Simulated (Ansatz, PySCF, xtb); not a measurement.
Dimer: CH4 (SMILES C) (first 5 atoms) with H4OSi (SMILES O[SiH3]); geometry from B3LYP-D3(BJ)/def2-TZVP, rigid monomers moved along the line of their centres of mass till H2···Si7 is 2.96 Å.
(charge 0, multiplicity 1):
```
atom    x (Å)    y (Å)    z (Å)
----  -------  -------  -------
C      0.0210  -0.1589   0.0474
H     -0.1249   0.6492   0.7624
H     -0.3676  -1.0875   0.4642
H     -0.5072   0.0706  -0.8773
H      1.0841  -0.2744  -0.1611
O     -0.0104   1.2606   3.0800
Si    -0.0958  -0.3204   3.5591
H      0.7632   1.7722   3.3278
H      1.0229  -1.1220   3.0059
H     -1.3820  -0.8282   3.0453
H     -0.0592  -0.4393   5.0381
```

Monomers are frozen at their geometry in the pair; levels with a basis set take the counterpoise correction. Rows marked so take none.

Rows in 3-21G, STO-3G carry no dispersion term and start afresh at each structure.

Run with Ansatz (a first-principles code); PySCF for 3-21G rows, STO-3G rows; xtb for the GFN methods. Each number belongs to the level named beside it.

Question: One of these levels gives -7.1 kJ/mol for the interaction energy. Which?
A. GFN-FF
B. B3LYP/3-21G (no counterpoise)
C. HF/aug-cc-pV(D+d)Z
D. HF/STO-3G (no counterpoise)

Answer: B, B3LYP/3-21G (no counterpoise). The others give -3.0 (GFN-FF), 2.4 (HF/STO-3G (no counterpoise)), 9.3 (HF/aug-cc-pV(D+d)Z)
